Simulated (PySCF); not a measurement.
## Correlation energy of Yb⁵⁸⁺ (ytterbium, charge +58)

[Ne] 3s2, closed-shell 1S. All numbers are calculated (PySCF 2.14, scalar relativity by spin-free X2C-1e, in an uncontracted even-tempered set (17 s from 16 bohr⁻², ratio 2.5; 12 p from 20 bohr⁻², ratio 2.5; 4 d from 74 bohr⁻², ratio 2.7; 4 f from 110 bohr⁻², ratio 2.7)). Frozen: 1s2; 10 electrons correlated; the 20 highest virtual orbitals of each spin left out.

MP2 pair energies summed by pair of shells (mhartree):

```tsv
pair	energy	share (%)
2p-2p	-226.60	47.4
3s-3s	-98.76	20.7
2s-2p	-65.85	13.8
2p-3s	-65.19	13.6
2s-2s	-11.68	2.4
2s-3s	-9.68	2.0
```

Total MP2 correlation energy: -477.77 mhartree.

MP2 falls well short for the outer s pair, which is nearly degenerate with np².

At this charge the one-electron X2C treatment keeps the bare 1/r₁₂, with no two-electron picture change or Breit term. The effect here is smaller than on the frozen 1s shell; and a scalar Hamiltonian misses the large spin-orbit splitting of the p shells, which matters for ns² → np² pairs.
